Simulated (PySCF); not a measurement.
Species: AlEt2F, C₄H₁₀AlF.
Bonds: Al1–C2, Al1–C9, Al1–F16, C2–C3, C9–C10. Hydrogens: H4, H5 on C2; H6, H7, H8 on C3; H11, H12 on C9; H13, H14, H15 on C10.

Method: PySCF 2.14.0, PBE0-D3(BJ)/def2-SVP geometry optimisation, gas phase; density fitting, grid level 1; the optimiser is geomeTRIC in internal coordinates, started from a GFN2-xTB structure with every atom displaced at random (about 0.03 Å).

Step 0: E = -13608.5842 eV
```
atom  x, y, z in Å  |  force x, y, z in eV/Å
Al1    -0.0377   -0.3010   -0.0531    0.299   4.621  -0.358
C2      1.8371   -0.3411    0.3816    1.196   0.960   0.003
C3      2.0931   -1.5881    1.1989    3.293   1.885   1.024
H4      2.2869    0.5728    0.9184   -0.952  -0.918  -0.614
H5      2.4629   -0.3775   -0.5510   -0.443  -0.051   0.295
H6      3.2134   -1.6943    1.3742   -0.907  -0.027  -0.120
H7      1.6991   -1.5224    2.1999   -0.689  -0.164   0.630
H8      1.8201   -2.4572    0.7121   -1.061  -2.334  -1.059
C9     -1.1635    1.4294   -0.4862   -0.027  -2.648  -1.733
C10    -2.5528    1.0137   -1.0473   -0.575   2.029  -0.006
H11    -0.6624    2.0116   -1.2670    0.394   0.170  -0.105
H12    -1.2661    2.0799    0.3405   -0.124   0.925   1.471
H13    -3.2394    1.9315   -1.3135    1.107  -1.434   0.651
H14    -2.5033    0.4518   -1.9758    0.305  -0.303  -0.457
H15    -3.0866    0.3701   -0.3513   -0.378  -0.105   0.339
F16    -0.9353   -1.6131   -0.0140   -1.438  -2.607   0.040
```

Step 1: E = -13609.2565 eV
```
atom  x, y, z in Å  |  force x, y, z in eV/Å
Al1    -0.0635   -0.1790   -0.0706    0.204   1.187   0.032
C2      1.8321   -0.3160    0.3731    0.207  -0.498   0.064
C3      2.1264   -1.5797    1.2069    0.539   0.257   0.015
H4      2.2222    0.5812    0.8791   -0.151   0.120   0.117
H5      2.4240   -0.3469   -0.5625   -0.110  -0.066  -0.068
H6      3.2096   -1.7149    1.3946   -0.085   0.080  -0.096
H7      1.6724   -1.5238    2.2085   -0.194  -0.098  -0.059
H8      1.7901   -2.5009    0.7098   -0.176   0.000   0.055
C9     -1.1551    1.4053   -0.5115    0.080  -0.407  -0.186
C10    -2.5339    0.9925   -1.0315   -0.135   0.136  -0.125
H11    -0.6222    1.9938   -1.2810    0.011   0.099   0.081
H12    -1.2582    2.0709    0.3617    0.093   0.040   0.062
H13    -3.1699    1.8639   -1.2579   -0.030   0.048   0.039
H14    -2.4656    0.4186   -1.9707    0.030  -0.057   0.069
H15    -3.0856    0.3643   -0.3142    0.040   0.006  -0.015
F16    -0.9570   -1.5633   -0.0673   -0.324  -0.846   0.013
```

Step 2: E = -13609.3080 eV
```
atom  x, y, z in Å  |  force x, y, z in eV/Å
Al1    -0.0876   -0.2016   -0.0656    0.099   0.235   0.039
C2      1.8133   -0.3301    0.3776    0.043  -0.249   0.062
C3      2.1616   -1.5684    1.2159   -0.007   0.036  -0.033
H4      2.1594    0.5889    0.8793   -0.042   0.080   0.035
H5      2.3848   -0.3525   -0.5699   -0.043   0.004  -0.050
H6      3.2453   -1.6649    1.3894    0.038   0.009  -0.010
H7      1.6855   -1.5312    2.2102   -0.013  -0.040  -0.044
H8      1.8250   -2.5004    0.7297    0.009   0.075   0.063
C9     -1.1500    1.3731   -0.5176   -0.072  -0.046  -0.095
C10    -2.5442    1.0198   -1.0438   -0.001   0.031  -0.034
H11    -0.5926    1.9656   -1.2674   -0.006   0.047   0.040
H12    -1.2257    2.0341    0.3672    0.044  -0.031  -0.019
H13    -3.1490    1.9147   -1.2545   -0.039   0.071  -0.015
H14    -2.4922    0.4430   -1.9823    0.002  -0.004   0.047
H15    -3.1131    0.4046   -0.3292    0.018  -0.001  -0.002
F16    -0.9549   -1.6286   -0.0726   -0.030  -0.218   0.016
```

**Question.** Estimate the geometry and energy of step 3. (The exact step hangs on the optimiser's Hessian estimate; all steps are aligned on step 2, rigid shifts and turns removed.)

**Answer.** E = -13609.3211 eV, largest force 0.102 eV/Å
```
atom  x, y, z in Å  |  force x, y, z in eV/Å
Al1    -0.1093   -0.2430   -0.0596   -0.051  -0.043  -0.014
C2      1.7938   -0.3486    0.3853   -0.041  -0.063   0.063
C3      2.1971   -1.5633    1.2270   -0.085  -0.024  -0.039
H4      2.1013    0.5918    0.8776    0.013   0.009  -0.009
H5      2.3468   -0.3549   -0.5739   -0.003   0.017  -0.016
H6      3.2857   -1.6169    1.3880    0.019  -0.007   0.013
H7      1.7209   -1.5467    2.2212    0.030   0.017  -0.006
H8      1.8844   -2.5089    0.7531    0.048   0.049   0.009
C9     -1.1551    1.3463   -0.5255   -0.016  -0.040  -0.029
C10    -2.5600    1.0553   -1.0593    0.015   0.028   0.018
H11    -0.5755    1.9394   -1.2580    0.004   0.004   0.009
H12    -1.2077    1.9991    0.3678    0.011  -0.037  -0.002
H13    -3.1299    1.9776   -1.2610    0.007  -0.003  -0.012
H14    -2.5260    0.4814   -1.9990   -0.008   0.006   0.002
H15    -3.1509    0.4552   -0.3499   -0.004   0.007   0.003
F16    -0.9502   -1.6977   -0.0675    0.061   0.082   0.011
```

The energy changes by -0.0132 eV. The first-order estimate −F·Δx gives -0.0216 eV and the mean of the old and new forces, exact on a quadratic surface, -0.0128 eV. The step makes an angle of 78° with the force vector and moves no atom by more than 0.069 Å.

What follows is the cost of the whole optimisation. The run took 2.3 min wall, 2.0 min CPU on one thread of an Intel Xeon at 2.50 GHz, no GPU, on a shared host, and the process peaked at 0.51 GiB of memory.
